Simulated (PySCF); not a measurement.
Species: C2H6OTe.
Numbering: `[CH3:1][Te:2]([CH3:3])=[O:4]` (hydrogens: H5, H6, H7 on C1; H8, H9, H10 on C3)

A GFN2-xTB structure was refined with PySCF 2.14.0, PBE0-D3(BJ)/def2-SVP geometry optimisation, gas phase, def2 core potentials past Kr. Its GFN2-xTB values:

| coordinate | GFN2-xTB |
| --- | --- |
| C1–Te2 | 2.185 Å |
| C1–H5 | 1.057 Å |
| Te2=O4 | 1.795 Å |
| C3–H8 | 1.055 Å |
| C1–Te2–C3 | 91.9° |
| C1–Te2–O4 | 99.5° |
| Te2–C1–H6 | 105.1° |
| Te2–C3–H9 | 108.9° |
| Te2–C3–H10 | 107.0° |
| C3–Te2–O4 | 100.7° |
| H5–C1–H6 | 112.3° |
| H5–C1–H7 | 112.2° |

Question: How do these coordinates change at the PBE0-D3(BJ)/def2-SVP level?

Answer: 
```tsv
coordinate	PBE0-D3(BJ)/def2-SVP (Å or °)	change
C3–H8	1.098	+0.043
C1–H5	1.099	+0.042
Te2=O4	1.836	+0.041
C1–Te2	2.156	-0.029
C1–Te2–O4	102.7	+3.2
Te2–C3–H9	110.9	+2.0
H5–C1–H7	110.2	-2.0
Te2–C1–H6	106.5	+1.4
C3–Te2–O4	102.0	+1.3
H5–C1–H6	111.2	-1.1
Te2–C3–H10	106.1	-0.9
C1–Te2–C3	91.1	-0.8
```

The energy falls by 3.4 kcal/mol over 8 energy and gradient evaluations, the largest force component goes from 0.0318 to 3.0e-04 Eh/bohr, and the atoms move by 0.085 Å rms after alignment. Among the bonds, C1–H5 and C3–H8 change most and about equally (+0.042 to +0.043 Å). Bonds longer at the end by more than 0.005 Å: 6 of 9; shorter: 2. Rotational constants go from 4358, 4354, 3168 to 4478, 4229, 3112 MHz.

The run used 98 basis functions and 60 SCF cycles in all. On one thread, Arm Neoverse V1 (aarch64), shared host with 32 logical CPUs at a one-minute load of 13, this took 33 s wall and 0.41 GiB of memory at its peak.

Whether it is a minimum is left open (no frequencies).
